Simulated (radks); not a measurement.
All-electron atom: the lithium ion Li+ in [He] (the NIST ground configuration). Method: Dirac Kohn-Sham, OLYP, spin-unpolarised, spherical densities, finite nucleus; Fermi nuclear charge, rms radius 2.444 fm; computed with a radial shooting solver on a logarithmic mesh with Libxc functionals.

Normalised radial functions P(r) = r R(r) (large component), r in bohr:

r,1s1/2
0.02117,0.1855
0.02293,0.1998
0.02484,0.2152
0.02691,0.2317
0.02892,0.2475
0.03133,0.2662
0.03394,0.2861
0.03677,0.3073
0.03983,0.3299
0.0428,0.3514
0.04637,0.3766
0.05023,0.4033
0.05441,0.4314
0.05848,0.4581
0.06335,0.4890
0.06862,0.5215
0.07434,0.5554
0.08053,0.5907
0.08654,0.6235
0.09375,0.6612
0.1016,0.6999
0.11,0.7395
0.1182,0.7757
0.1281,0.8163
0.1387,0.8570
0.1503,0.8975
0.1628,0.9374
0.175,0.9724
0.1895,1.0098
0.2053,1.0452
0.2224,1.0779
0.239,1.1046
0.259,1.1306
0.2805,1.1521
0.3039,1.1685
0.3292,1.1791
0.3538,1.1833
0.3832,1.1814
0.4151,1.1722
0.4497,1.1553
0.4833,1.1333
0.5236,1.1014
0.5672,1.0617
0.6144,1.0144
0.6656,0.9601
0.7153,0.9060
0.7748,0.8408
0.8394,0.7715
0.9093,0.6996
0.9771,0.6338
1.059,0.5608
1.147,0.4894
1.242,0.4209
1.346,0.3563
1.446,0.3022
1.567,0.2473
1.697,0.1983
1.838,0.1553
1.976,0.1220
2.14,0.0907
2.318,0.0654

1s1/2: eigenvalue -60.627 eV, 0 radial nodes, <r> = 0.578 bohr, 90 % of the charge inside 1.05 bohr.
